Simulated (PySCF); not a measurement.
# How methods differ on the excitation energy of Cd⁺

Cd⁺ [Kr] 4d10 5s1 (2S) → Cd⁺ [Kr] 4d9 5s2 (2D), as a difference of total energies. All numbers are calculated (PySCF 2.14, the spin-free X2C one-electron Hamiltonian (Gaussian nucleus), in x2c-TZVPPall with one added diffuse shell each of s, p, d, f type (9s7p7d3f1g, 95 functions)). Correlated levels: valence and next inner shell: [Ar] 3d10 frozen. The calculations carry no spin-orbit coupling.

| method | excitation energy (eV) | error (eV) |
| --- | --- | --- |
| UHF | 8.893 | +0.027 |
| MP2 (valence and next inner shell) | 9.035 | +0.169 |
| SCS-MP2 (valence and next inner shell) | 8.842 | -0.024 |
| CCSD (valence and next inner shell) | 8.812 | -0.054 |
| CCSD(T) (valence and next inner shell) | 8.772 | -0.094 |

Reference: 8.866 eV (measured; NIST levels, between the centres of gravity of the two terms).

Errors of the correlated levels include the incompleteness of this basis and the frozen core.
